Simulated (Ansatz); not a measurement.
Gas-phase electronic energies from Ansatz, PBE0-D4/def2-TZVP geometries. CCSD(T)/CBS is the MP2 limit (def2-TZVPP, def2-QZVPP) plus CCSD(T) − MP2 in def2-TZVPP, frozen cores. This one scheme is used for every species. Functionals use def2-TZVPP. B3LYP here is the variant with VWN-RPA as its local correlation; programs differ in this. Each species was taken in one conformer, which may not be the lowest.

`[OH][Al]([OH])[SiH3]` + CH₃SH → `CS[SiH3]` + `[OH][AlH][OH]`  (cleavage of the Si–Al bond)

`[OH][Al]([OH])[SiH3]`:

Z-matrix (Å, degrees):
```
Si
Al 1 2.432
H 1 1.488 2 111.7
H 1 1.489 2 111.1 3 -120.9
H 1 1.490 2 110.5 3 120.0
O 2 1.694 1 117.7 3 166.6
O 2 1.694 1 118.6 3 -13.9
H 6 0.955 2 126.9 1 179.1
H 7 0.955 2 126.6 1 -179.2
```

CH₃SH:

Cartesian coordinates in Å:
```
C -0.386 0.303 -0.024
S 0.896 -0.655 0.814
H 0.045 1.061 -0.677
H -0.953 0.803 0.761
H -1.062 -0.340 -0.586
H 1.461 -1.173 -0.287
```

`CS[SiH3]`:

```xyz
9

C     1.281   -0.595   -0.572
S     0.334    0.923   -0.883
Si   -1.239    0.632    0.515
H     1.637   -0.632    0.457
H     2.140   -0.573   -1.242
H     0.685   -1.481   -0.792
H    -2.130    1.812    0.395
H    -0.711    0.528    1.902
H    -1.997   -0.614    0.218
```

`[OH][AlH][OH]`:

Z-matrix (Å, degrees):
```
Al
O 1 1.692
O 1 1.692 2 124.1
H 1 1.565 2 117.9 3 -180.0
H 2 0.954 1 126.5 3 0.0
H 3 0.954 1 126.6 2 0.0
```

```
       level  ΔE (kJ/mol)
        BLYP        -38.9
       B3LYP        -41.6
 HF/def2-SVP        -44.1
MP2/def2-SVP        -45.9
```

(1) What does CCSD(T)/CBS give? (Best estimate.)

Largest T1 diagnostic among the species: 0.013.

## Answers

(1) Computed: -47.0 kJ/mol. The listed levels differ from it by 8.1, 5.4, 2.9, 1.1 kJ/mol.

At CCSD(T), def2-SVP lies +10.5 kJ/mol from the extrapolated value and def2-TZVPP +3.7 kJ/mol. From PBE to PBE0 (25 % exact exchange), in def2-TZVPP and without D4, ΔE moves by −3.3 kJ/mol.
